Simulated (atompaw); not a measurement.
**How hard is this N (Z = 7) PAW (atompaw) potential?**

atompaw 4.2.0.5 input, output lines left out:

```
N 7
GGA-PBE scalarrelativistic loggrid 1500 logderivrange -5 5 251
2 2 0 0 0 0
2 1 1.5
0 0 0
c
v
v
2
1.85 1.80 1.85 1.10
y
-0.8
n
y
-1.25
n
y
0.25
y
1.15
n
custom polynom2 7 10 vanderbiltortho besselshape
3 -0.5 troulliermartins
1.85
1.85
1.85
1.85
1.75
1.85
```

The pseudo-atom Hamiltonian at the reference potential is diagonalised in spherical Bessel functions j_l(qr) that vanish at 20 bohr, with q² up to the cutoff. All-electron valence levels (Ry): 2s -2.9766, 2p -2.1117.

How do the lowest levels (Ry) of each channel move with the cutoff, and are there ghosts?

```csv
cutoff (Ry),s #1,p #1,p #2,d #1,d #2,f #1,Σ f·Δε (mRy)
8,-2.9423,-1.8427,-0.4633,-0.3317,-0.1626,-0.1398,472.3
10,-2.9636,-1.9867,-0.4851,-0.3333,-0.1633,-0.1398,213.6
15,-2.9754,-2.1027,-0.5034,-0.3350,-0.1640,-0.1398,16.0
18,-2.9765,-2.1095,-0.5047,-0.3353,-0.1641,-0.1398,3.6
25,-2.9766,-2.1117,-0.5051,-0.3354,-0.1641,-0.1398,0.0
30,-2.9766,-2.1117,-0.5051,-0.3354,-0.1642,-0.1398,0.0
400,-2.9766,-2.1117,-0.5051,-0.3354,-0.1642,-0.1398,0.0
```

Result: no extra level below or beside the all-electron valence levels (s, p, d, f tested); 10 mRy is reached at 18 Ry and 1 mRy at 21 Ry.
